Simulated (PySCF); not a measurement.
SnB: from constants to spectrum

UHF-CCSD(T) constants of SnB, ⁴Σ⁻ (quartet), unpaired electrons σ ↑, π ↑↑ (PySCF, spin-free X2C with a Gaussian nucleus, basis sets Sn x2c-TZVPPall, B x2c-TZVPPall; masses 119.9022 and 11.0093 u):

| Quantity | Value |
| --- | --- |
| ωe | 549.9 cm⁻¹ |
| ωexe | 3.23 cm⁻¹ |
| Be | 0.34929 cm⁻¹ |
| αe | 0.00282 cm⁻¹ |
| D (centrifugal) | 5.64e-07 cm⁻¹ |
| De to Sn + B | 2.49 eV |

Q: Give the vibrational terms G(v) and spacings up to v = 6.

A: G(v) = ωe(v+½) − ωexe(v+½)².

```csv
v,G(v) (cm⁻¹),G(v) − G(v−1),Bv (cm⁻¹)
0,274.1,,0.3479
1,817.6,543.4,0.3451
2,1354.6,537.0,0.3422
3,1885.1,530.5,0.3394
4,2409.1,524.1,0.3366
5,2926.7,517.6,0.3338
6,3437.9,511.1,0.3310
```

Q: How well does the Morse estimate ωe²/(4ωexe) reproduce De, and what is D0?

A: It gives 2.90 eV, 117 % of the computed De. D0 = De − G(0) = 2.49 − 0.03 = 2.46 eV.

Correlated steps freeze 19 core orbitals. Spin–orbit coupling is left out, which matters for elements this heavy, above all for dissociation energies. The state was picked by a PBE0 search and need not be the measured ground state.
